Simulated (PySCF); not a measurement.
In(F)(Et)(OH) (C₂H₆FInO), SMILES C[CH2][In]([OH])[F].

The structure is a stationary point at B3LYP-D3(BJ)/def2-SVP. The structure was generated by enumeration; whether it is a known compound was not checked. The def2 effective core potentials stand for the cores of In; spin–orbit coupling is left out. One conformer was computed; it need not be the lowest.

Two levels are set side by side: TDA-PBE/def2-SVPD (PySCF) and TDA-PBE0/def2-SVPD (PySCF). Vertical, same geometry. The lowest singlet is HOMO−1→LUMO 99 % with PBE and HOMO−1→LUMO 97 % with the other functional; states are paired by order. Differences are taken from unrounded values.

```tsv
quantity	TDA-PBE
lowest singlet excitation (eV)	4.69
lowest triplet excitation (TDA) (eV)	4.07
first bright state (f over 0.05) (eV)	5.15
its oscillator strength	0.12
```

Problem. These are the TDA-PBE values. What does TDA-PBE0 give? (An estimate is asked for; the answer gives what the named calculation found.)

Solution. 
```csv
quantity,TDA-PBE0,TDA-PBE minus TDA-PBE0
lowest singlet excitation (eV),5.50,-0.81
lowest triplet excitation (TDA) (eV),4.48,-0.41
first bright state (f over 0.05) (eV),5.85,-0.70
its oscillator strength,0.23,-0.10
```

A lower first singlet is the usual sign of a functional without exact exchange. Differences between two approximate levels are no errors against the true value.

Rough cost on one machine, each run with all the roots and properties that it gave: TDA-PBE0 against TDA-PBE about 3 times.
